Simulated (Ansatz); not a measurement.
Geometry optimisation, RKS PBE0-D4/def2-SVP in Ansatz 0.2.0.

Input:

```yaml
crystal:
  periodic: [false, false, false]
  atoms:
    - { symbol: C, position_ang: [-1.1094, -0.0328, 0.7583] }
    - { symbol: C, position_ang: [0.1607, -0.409, 0.1781] }
    - { symbol: Se, position_ang: [1.2204, -1.6532, 1.14] }
    - { symbol: C, position_ang: [0.6772, 0.0805, -0.9911] }
    - { symbol: O, position_ang: [-0.1531, 0.9685, -1.741] }
    - { symbol: H, position_ang: [-1.1692, 1.1262, 0.9092] }
    - { symbol: H, position_ang: [-1.3111, -0.49, 1.7226] }
    - { symbol: H, position_ang: [-1.9363, -0.2482, 0.0407] }
    - { symbol: H, position_ang: [1.943, -0.4817, 1.9399] }
    - { symbol: H, position_ang: [1.5656, -0.2484, -1.3497] }
    - { symbol: H, position_ang: [0.1775, 1.331, -2.5864] }
basis:
  gaussian: { orbitals: def2-SVP }
hamiltonian:
  xc: pbe0
  dispersion: d4
relax:
  f_tol: 0.02
  max_steps: 50
```

Command:

```bash
$ ansatz run input.yaml --threads 2 --pin off --max-ram 3072MiB --backend cpu --events-out ev --progress --plain --runs-dir out
```

Q: Where does it end, and by what steps?

A: The forces met the threshold. After 18 steps the energy has fallen by 0.765 eV; H6 moved furthest, 0.98 Å.

```
step  energy less start (eV)  largest force component (eV/Å)  accepted
   0                  0.0000                           5.590       yes
   1                 -0.5203                           1.775       yes
   2                 -0.6521                           0.810       yes
   3                 -0.6203                           1.443        no
   4                 -0.6945                           0.188       yes
   5                 -0.7048                           0.094       yes
   6                 -0.7085                           0.244       yes
   7                 -0.7132                           0.133       yes
   8                 -0.7293                           0.122       yes
   9                 -0.7224                           0.594        no
  10                 -0.7376                           0.097       yes
  11                 -0.7436                           0.201       yes
  12                 -0.7484                           0.282       yes
  13                 -0.7544                           0.182       yes
  14                 -0.7576                           0.396       yes
  15                 -0.7611                           0.157       yes
  16                 -0.7643                           0.028       yes
  17                 -0.7643                           0.079       yes
  18                 -0.7647                           0.017       yes
```

```xyz
11
Properties=species:S:1:pos:R:3
C -1.093 0.043 0.798
C 0.227 -0.277 0.177
Se 1.477 -1.350 1.142
C 0.568 0.070 -1.074
O -0.279 0.726 -1.896
H -0.965 0.627 1.725
H -1.636 -0.876 1.071
H -1.715 0.627 0.104
H 1.770 -0.350 2.189
H 1.557 -0.180 -1.476
H 0.153 0.883 -2.740
```

Whether the end is a true minimum wasn't checked by a vibrational analysis.

The run took 43 s on 2 threads of Intel(R) Xeon(R) 6975P-C (Granite Rapids), with other jobs on the host, peak memory 0.31 GiB.
